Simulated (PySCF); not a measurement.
Ho2O2F2: from a saddle point downhill

PySCF 2.14.0, RKS B3LYP, Ho lcecp-1-SVP with ECP56, O def2-SVP, F def2-SVP; non-relativistic Hamiltonian with scalar-relativistic core potentials where named; density fitting; no spin-orbit coupling. Relaxed within the symmetry of its start, the geometry (D2h) is

```xyz
6

Ho    0.0000    0.0000    1.5795
Ho    0.0000    0.0000   -1.5795
O     1.3581    0.0000    0.0000
O    -1.3581    0.0000    0.0000
F     0.0000    0.0000    3.6494
F     0.0000    0.0000   -3.6494
```

and its lowest harmonic modes are -62, -39, 89, 98, 194, 218 cm⁻¹ (negative: unstable). It was moved along the lowest mode and relaxed again, within the group C2h that the move left.

Where does it end, and how much lower?

In C2h, 0.445 eV lower, after 12 steps:
```xyz
6

Ho    0.0000    0.6356    1.4308
Ho    0.0000   -0.6356   -1.4308
O     1.3395    0.0000    0.0000
O    -1.3395    0.0000    0.0000
F     0.0000   -0.4701    3.1335
F     0.0000    0.4701   -3.1335
```

How do the contacts change?


```json
{"contact": "Ho1–O3 (O)", "saddle (Å)": "2.083", "end (Å)": "2.060"}
{"contact": "Ho1–O4 (O)", "saddle (Å)": "2.083", "end (Å)": "2.060"}
{"contact": "Ho1–F5 (F)", "saddle (Å)": "2.070", "end (Å)": "2.030"}
{"contact": "Ho2–F6 (F)", "saddle (Å)": "2.070", "end (Å)": "2.030"}
```


Is the end a minimum?

Yes, as far as the noise of the softest modes lets one tell (those above −25 cm⁻¹ count as noise); lowest modes 23, 66, 67, 156, 213, 248 cm⁻¹.

An lcecp potential fixes the number of 4f electrons, so in runs with it no electron can move into or out of that shell.

State: singlet in the valence, with the 4f electrons in the core potential.
